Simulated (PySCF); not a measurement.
PySCF 2.14 output of a UHF calculation on a single atom or ion in aug-cc-pwCVDZ-PP with ECP28MDF (6s5p4d1f, 48 functions), with scalar relativity through the core potential:

```
SCF conv_tol = 1e-09
number electrons alpha = 13  beta = 9
cycle= 1 E= -212.96219027573  delta_E= -0.00133  |g|= 0.0113  |ddm|= 0.139
cycle= 2 E= -212.963029862011  delta_E= -0.00084  |g|= 0.0096  |ddm|= 0.148
cycle= 3 E= -212.965005795631  delta_E= -0.00198  |g|= 0.0149  |ddm|= 0.225
cycle= 4 E= -212.961981089748  delta_E= 0.00302  |g|= 0.00129  |ddm|= 0.525
cycle= 5 E= -212.961981438524  delta_E= -3.49e-07  |g|= 0.000551  |ddm|= 0.0165
cycle= 6 E= -212.961981945751  delta_E= -5.07e-07  |g|= 0.00015  |ddm|= 0.00599
cycle= 7 E= -212.961981943935  delta_E= 1.82e-09  |g|= 2.37e-05  |ddm|= 0.000796
cycle= 8 E= -212.961981942979  delta_E= 9.57e-10  |g|= 4.88e-06  |ddm|= 0.000272
converged SCF energy = -212.961981942979  <S^2> = 6.0029835  2S+1 = 5.0011933
```

The run itself started from symmetry-adapted Hartree-Fock orbitals and held the occupation by maximum overlap, so the iterations belong to that start.

Which element, charge and spin multiplicity is this?

Sn (tin, neutral), multiplicity 5; the state was [Kr] 4d10 5s1 5p2 5d1, one real determinant (an excited configuration).

⟨L²⟩ = 8.00 against 12 for a pure F term, so this real determinant mixes terms. Energies and moments cover only the electrons outside the core potential. The outer electron is Rydberg-like, and this basis confines it to a smaller radius and binds it less than a complete one would.
